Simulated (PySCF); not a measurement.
A structure optimised at B3LYP-D3(BJ)/def2-TZVPD, used in a PySCF frequency run:

```
In
H 1 1.7731
H 1 1.7731 2 120.03
```
Charge 0, spin multiplicity 2.

**Question.** Write its SMILES, formula and point group.

**Answer.** [InH2], H2In, C2v

**Question.** What are its rotational constants (standard atomic weights)?

**Answer.** 324.86, 106.28, 80.082 GHz
